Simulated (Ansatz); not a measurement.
# Reading a saddle point

A first-order saddle point of SiH2BrCl3, closed shell, PBE0-D4/def2-TZVP, with one imaginary mode of 779i cm⁻¹:

```
7
angstrom
Si -0.3419 -0.2587 -0.0019
H 1.2566 -0.2092 -0.4931
Cl -0.1886 -2.1413 -0.8584
Cl -0.7608 -0.7208 1.9174
Cl -1.7340 0.6101 -1.1763
H 1.2264 0.6299 -0.1198
Br 0.5422 2.0899 0.7322
```

Computed with Ansatz 0.2.0 (basis: def2-TZVPP and def2-QZVPP); correlated methods freeze the cores. Filled d shells of the heavier atoms are correlated. The def2 sets are not built for correlating such inner shells, so the correlated values are less sure here. Extrapolation: Hartree–Fock as exp(−7.88 √X), correlation as X^−2.97.

Q: Which contacts change along the imaginary mode, and what lies on either side? (Judge from chemistry; the calculation decides.)

A: The calculation gives: The step is SiHCl₃ ([Cl][SiH]([Cl])[Cl]) + HBr → SiBrCl₃ ([Cl][Si]([Cl])([Cl])[Br]) + H₂, with the molecules in contact on both sides. Shortening one way: Si1–Br7, H2–H6; lengthening the same way: Si1–H2, H6–Br7.
```tsv
pair	one side (Å)	saddle (Å)	other side (Å)
Si1–Br7	4.06	2.61	2.19
H2–H6	3.32	0.92	0.75
Si1–H2	1.47	1.67	4.14
H6–Br7	1.42	1.82	4.14
```

Q: Which side is lower, and how far does the saddle lie above each? (An estimate is asked for; the value comes from the calculation.)

A: The calculation gives: The side with Si1–Br7, H2–H6 short is lower by 0.603 eV; the saddle lies 2.567 eV above it and 1.965 eV above the other (CCSD(T) at an estimated basis limit (MP2 extrapolated from triple and quadruple zeta, plus CCSD(T) − MP2 in triple zeta); electronic energies).

T1 diagnostic: at most 0.010.

Labels in which every atom is bracketed show which atoms are joined, not bond orders.

For scale, one of the runs: CCSD(T)/def2-TZVPP, 244 basis functions, launched by `ansatz run in.yaml --threads 8 --pin off --events-out ev --progress --plain --max-ram 19148MiB`. Time: 2 min of wall clock on 8 CPU threads of an Arm Neoverse V2; the host was shared. Peak host memory: 4.5 GiB.
